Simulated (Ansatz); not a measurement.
`Br[Si]Br` + silanol → `[SiH3]O[Si]Br` + HBr at 700 K and 1 bar (ligand exchange at the Si–Br bond).

Calculated with Ansatz (gas phase, PBE0-D4/def2-TZVP geometries, no zero-point term in ΔE). CBS: MP2 limit from def2 TZ/QZ plus the TZ coupled-cluster correction, frozen cores. For Br outer-core shells are correlated without core-valence functions, which leaves a few kJ/mol of doubt a bond. Scalar relativity is left out up to krypton. One conformer a species, not always the lowest.

```
        species  CCSD(T)/CBS energy (Eh)  H − E (kJ/mol)  S (J/(mol·K))
     `Br[Si]Br`              -5435.76988            41.4          353.0
      `O[SiH3]`               -366.69042           144.6          321.6
`[SiH3]O[Si]Br`              -3228.55316           145.1          444.5
            HBr              -2573.91920            36.5          223.7
```

H − E and S are ideal-gas, rigid-rotor, harmonic terms from PBE0-D4/def2-TZVP, for one conformer and one mirror image of each species. 1 Eh = 2625.50 kJ/mol, R = 8.31446 J/(mol·K).

**Question.** By hand: ΔE, ΔH, ΔS and ΔG.

**Answer.** ΔE = (-3228.55316) + (-2573.91920) − (-5435.76988) − (-366.69042) = -0.01206 Eh = -31.7 kJ/mol. Δ(H − E) = 145.1 + 36.5 − 41.4 − 144.6 = -4.4, so ΔH = -36.1 kJ/mol. ΔS = 444.5 + 223.7 − 353.0 − 321.6 = -6.4 J/(mol·K). ΔG = -36.1 − 700 × (-6.4)/1000 = -31.6 kJ/mol.

**Question.** By hand: the equilibrium constant, and the temperature at which ΔG would vanish if ΔH and ΔS stayed fixed.

**Answer.** log₁₀ K = −ΔG/(RT ln 10) = 2.4. ΔG = 0 at ΔH/ΔS = 5641 K, far beyond where these terms or the molecules hold.

The number of gas molecules stays the same, so ΔS is small and ΔH decides. A doubt of 5 kJ/mol in ΔE shifts log₁₀ K by 0.4 here. Other conformers and mirror images would add mixing entropy, several J/(mol·K) or more a flexible species. These are equilibria of isolated gas molecules and say nothing of rates. Largest T1 diagnostic: 0.012 (customary marks: 0.02 for closed shells, 0.045 for open ones).
